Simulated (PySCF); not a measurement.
**Electric field gradients and quadrupole coupling constants**

C7H10O.
SMILES with atom numbers: `[CH2:1]=[CH:2][O:3][CH:4]=[C:5]1[CH2:6][CH2:7][CH2:8]1` (hydrogens: H9, H10 on C1; H11 on C2; H12 on C4; H13, H14 on C6; H15, H16 on C7; H17, H18 on C8)

Structure used (GFN2-xTB), in Å, numbered top down from 1:
```xyz
18
C7H10O angstrom
C      3.587    1.496   -0.505
C      2.761    0.463   -0.453
O      1.418    0.617   -0.418
C      0.641   -0.505   -0.366
C     -0.680   -0.441   -0.331
C     -1.753   -1.491   -0.273
C     -2.803   -0.362   -0.278
C     -1.675    0.686   -0.335
H      3.218    2.505   -0.521
H      4.649    1.348   -0.531
H      3.122   -0.563   -0.436
H      1.167   -1.456   -0.354
H     -1.787   -2.154   -1.137
H     -1.741   -2.101    0.630
H     -3.455   -0.364   -1.148
H     -3.413   -0.315    0.621
H     -1.610    1.345    0.530
H     -1.656    1.299   -1.235
```

Field gradients from the PBE0/pcSseg-1 density (PySCF, non-relativistic), principal values in atomic units, ordered |Vxx| ≤ |Vyy| ≤ |Vzz|:

| atom | Vxx | Vyy | Vzz |
| --- | --- | --- | --- |
| O3 | -0.4932 | -1.2974 | 1.7906 |

Problem. Find the asymmetry η = (Vxx − Vyy)/Vzz and the couplings χ = eQV/h (234.96 MHz × Q in barn × V in au), with Q(17O) = −0.0256 b.

Solution. 
```csv
atom,environment,nucleus,η,χzz (MHz),χxx (MHz),χyy (MHz)
O3,ether oxygen,17O,0.45,-10.77,2.97,7.80
```

Problem. What is Vzz at O3 in SI units (1 au = 9.71736 × 10²¹ V/m²)?

Solution. 1.7906 au = 17.400 × 10²¹ V/m².

Problem. And the gradient at the other heavy atoms, for which no coupling is worked out here?

Solution. 
```csv
atom,environment,Vzz (au),η
C1,terminal =CH2 carbon,0.172,0.35
C2,vinylic carbon bearing oxygen,-0.400,0.30
C4,vinylic carbon bearing oxygen,-0.340,0.90
C5,fully substituted alkene carbon,0.170,0.57
C6,allylic carbon,-0.064,0.72
C7,four-membered-ring carbon,-0.079,0.52
C8,allylic carbon,-0.066,0.82
```

Were the hydrogens deuterons (Q(2H) = 0.00286 b), χzz would run from 206 kHz (H11) to 234 kHz (H10).

Geometry: GFN2-xTB, one conformer, isolated molecule. GFN2-xTB bond lengths can be off by several hundredths of an ångström, more for odd bonds, and the gradients follow them. The basis is small and wasn't made for field gradients, so the couplings can be 20 % off.
